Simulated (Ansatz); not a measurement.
Basis-set series for CH4ClGeNO, SMILES `[Cl][GeH]1[NH]C[O]1`. Total charge 0; spin multiplicity 1. The structure was optimised at the PBE0-D4/def2-TZVP level.

```xyz
9

Cl    1.123    0.994   -2.548
Ge    0.710   -0.288   -0.890
N     0.438    0.572    0.706
C    -0.955    0.101    0.677
O    -1.038   -0.547   -0.595
H     1.604   -1.519   -1.079
H     0.969    0.358    1.538
H    -1.666    0.934    0.706
H    -1.186   -0.604    1.485
```

```json
{"functional": "PBE0-D4", "basis": "def2-TZVPP", "functions": "239", "energy (Eh)": "-2707.22216", "HOMO (eV)": "-7.36", "LUMO (eV)": "-0.44"}
{"functional": "PBE0-D4", "basis": "def2-QZVPP", "functions": "450", "energy (Eh)": "-2707.29061", "HOMO (eV)": "-7.41", "LUMO (eV)": "-0.58"}
{"functional": "ωB97M-V", "basis": "def2-TZVPP", "functions": "239", "energy (Eh)": "-2707.62200", "HOMO (eV)": "-9.70", "LUMO (eV)": "1.38"}
{"functional": "ωB97M-V", "basis": "def2-QZVPP", "functions": "450", "energy (Eh)": "-2707.68804", "HOMO (eV)": "-9.75", "LUMO (eV)": "1.07"}
```

(1) Give the rows for def2-SVP. (Best estimate.)

Answers

(1) Computed: 
| functional | basis | functions | energy (Eh) | HOMO (eV) | LUMO (eV) |
| --- | --- | --- | --- | --- | --- |
| PBE0-D4 | def2-SVP | 112 | -2706.59660 | -7.25 | -0.15 |
| ωB97M-V | def2-SVP | 112 | -2706.99348 | -9.56 | 1.77 |

Positive LUMOs are unbound and depend on the basis. Scalar relativity is left out up to krypton.
